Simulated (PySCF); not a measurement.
`C=CCO[SiH2][SiH2][SiH3]`. The geometry is computed with GFN2-xTB (gas phase).

```
atom  x, y, z in Å
C1    -2.1396    1.4429   -0.1576
C2    -2.5925    0.3020    0.3232
C3    -1.7582   -0.9200    0.5664
O4    -0.4442   -0.8018    0.1261
Si5    0.1496   -1.1179   -1.3565
Si6    2.2986   -0.4068   -0.9710
Si7    2.6210    0.9029    0.9164
H8    -2.7841    2.2910   -0.3100
H9    -1.1013    1.5716   -0.4135
H10   -3.6328    0.1762    0.5920
H11   -1.7250   -1.1170    1.6473
H12   -2.2449   -1.7816    0.0891
H13   -0.0888   -2.5381   -1.6727
H14   -0.6190   -0.4181   -2.4005
H15    2.7582    0.3095   -2.1762
H16    3.2110   -1.5650   -0.9409
H17    2.9402    0.1112    2.1097
H18    1.4307    1.6907    1.2529
H19    3.7114    1.8774    0.7834
```

Q: Which two atoms are farthest apart?

A: H10···H19, 7.54 Å; the next longest distance is 7.23 Å.

Q: Work out the bond lengths C1=C2, C2–H10, C3–H11, C3–H12, Si7–H18 in bohr.

A: For C1=C2 the difference vector is (-0.4529, -1.1409, 0.4808) Å, of length 1.3183 Å. 1 bohr = 0.529177 Å. C1=C2 2.491; C2–H10 2.044; C3–H11 2.077; C3–H12 2.076; Si7–H18 2.771 bohr.

Q: What is the repulsion energy of the bare nuclei, Σ ZA·ZB/RAB?

A: 514.12 Eh over 171 pairs, with full nuclear charges and distances in bohr; the largest single term is 45.17 Eh (Si5 with Si6).

Q: Where is the centre of mass (commonest isotopes), and what is the radius of gyration?

A: Mass 148.020 u; centre at (0.397, -0.133, -0.204) Å; Rg = √(Σ m r²/M) = 2.363 Å. As Ia + Ib + Ic = 2 Σ m r², the three principal moments sum to 1652.4 u·Å².

Q: Give the dihedral angles H10–C2–C3–H12, Si5–Si6–Si7–H18, H13–Si5–Si6–H16, Si5–Si6–Si7–H17, H16–Si6–Si7–H17.

A: H10–C2–C3–H12 52° (synclinal); Si5–Si6–Si7–H18 -30°; H13–Si5–Si6–H16 -7° (synperiplanar); Si5–Si6–Si7–H17 90°; H16–Si6–Si7–H17 -35° (synclinal). Dihedral signs follow IUPAC: positive where, seen along the central bond, the front bond turns clockwise onto the rear one.

Q: How far are the heavy atoms from their best plane (unweighted least squares)?

A: 0.628 Å rms; C1 0.95, C2 0.03, C3 0.92, O4 0.54, Si5 0.53, Si6 0.47, Si7 0.46 Å (magnitudes).

Q: How far apart are these pairs, which share no bond: C1···Si5, C3···H16, O4···H16, H8···H16?

A: C1···Si5 3.638 Å (4 bonds apart); C3···H16 5.233 Å (4 bonds apart); O4···H16 3.883 Å (3 bonds apart); H8···H16 7.156 Å (7 bonds apart).

Q: Write the matrix of distances between heavy atoms (Å, lower triangle).

A: 
```
C1    0.000
C2    1.318  0.000
C3    2.501  1.499  0.000
O4    2.827  2.423  1.391  0.000
Si5   3.638  3.515  2.716  1.628  0.000
Si6   4.877  5.109  4.369  2.980  2.296  0.000
Si7   4.910  5.281  4.756  3.595  3.919  2.320  0.000
```

Stationary, but not proved a minimum. The numbers are those of one conformer.
